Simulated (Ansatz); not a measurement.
CH6BFOSSi can be A, `FCOB[SiH2]S`, or B, `BO[Si](C)(F)S`.

Gas-phase electronic energies from Ansatz, PBE0-D4/def2-TZVP geometries. CCSD(T)/CBS adds triple-zeta CCSD(T) − MP2 to the extrapolated MP2 energy (def2 sets, frozen cores). DFT in def2-TZVPP. B3LYP here is the variant with VWN-RPA as its local correlation; programs differ in this. One conformer a species, not always the lowest.

A:

Z-matrix (Å, degrees):
```
C
O 1 1.393
F 1 1.361 2 108.7
H 1 1.092 2 108.3 3 -117.4
H 1 1.095 2 110.8 3 119.0
B 2 1.351 1 121.5 3 -101.7
Si 6 2.020 2 120.0 1 174.9
H 6 1.207 2 118.5 1 -3.3
S 7 2.152 6 106.7 2 -117.8
H 7 1.485 6 114.5 2 -2.9
H 7 1.491 6 111.5 2 120.9
H 9 1.344 7 94.7 6 -52.8
```

B:

```xyz
12

B    -1.252    1.841   -0.471
O    -0.394    0.985   -1.062
Si    0.513   -0.286   -0.555
C     0.506   -0.530    1.273
F     2.007    0.041   -0.995
S    -0.236   -1.929   -1.661
H    -1.480    1.751    0.707
H    -1.768    2.680   -1.152
H     1.134   -1.382    1.543
H    -0.504   -0.718    1.639
H     0.902    0.355    1.778
H     0.572   -2.809   -1.045
```

(1) Which isomer does CCSD(T)/CBS put lower? Give the gap. (Best estimate.)

(2) Give E(B) − E(A) in kcal/mol with PBE-D4, B3LYP-D4, r2SCAN-D4, B2PLYP, HF/def2-TZVPP, CCSD/def2-TZVPP, MP2/def2-TZVPP. (Best estimate.)

Largest T1 diagnostic: 0.013.

## Answers

(1) The calculation gave: B, by 102.3 kcal/mol.

(2) Ansatz gave: PBE-D4 -92.1, B3LYP-D4 -99.1, r2SCAN-D4 -100.1, B2PLYP -100.6, HF/def2-TZVPP -102.0, CCSD/def2-TZVPP -100.8, MP2/def2-TZVPP -105.4. None reverses the order clearly.

From PBE to PBE0 (25 % exact exchange), in def2-TZVPP and without D4, E(B) − E(A) moves by −3.8 kcal/mol. The D4 term adds −1.9 kcal/mol with B3LYP and −1.0 kcal/mol with PBE0; it sums over pairs of atoms, weighted by their polarisabilities, and B3LYP, whose exchange is more repulsive, gets the larger term.
